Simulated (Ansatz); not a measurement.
C₅H₈O, charge +1, doublet, at a GFN2-xTB geometry (a state made from the parent by changing its charge; the spin is typed, not shown lowest). Base run: CAM-B3LYP/6-31G (Ansatz, an electronic-structure program).

Geometry (Å):
```xyz
14

O      0.7483     1.7617    -0.8706
C      0.3590     0.8204    -0.2807
C      1.1540    -0.4270     0.1001
C      0.1411    -1.5427     0.2254
C     -1.2322    -0.8992     0.3585
C     -1.0388     0.5999     0.2929
H      1.9730    -0.6318    -0.5906
H      1.5937    -0.1342     1.0625
H      0.3942    -2.1919     1.0744
H      0.1651    -2.2122    -0.6398
H     -1.7425    -1.1743     1.2914
H     -1.9004    -1.2587    -0.4295
H     -1.8104     1.1334    -0.2639
H     -0.9583     1.0683     1.2825
```
Charge +1, spin multiplicity 2.
Orbitals are unrestricted.
All else is at Ansatz's defaults.
Base energy -270.00145 Eh.

Variants of this job, named by their change:

| change | ΔE vs base (mEh) |
|---|---|
| base | 0.000 |
| point_charge = charge:-1.0 position_ang:-1.9539, 1.2158, 5.1815 | -96.902 |
| final_grid = 6, 12, 29 | 0.012 |
| lower_state_search = full | 0.000 |
| fitting.mean_field = cc-pVTZ-JKFIT | -0.075 |
| accuracy = high | 0.004 |
| final_grid = 4, 8, 17 | 0.394 |
| forces = on | 0.000 |
| final_grid = 14, 28, 59 | 0.000 |
| lower_state_search = off | 0.000 |
| nuclear_model = gaussian | 0.029 |
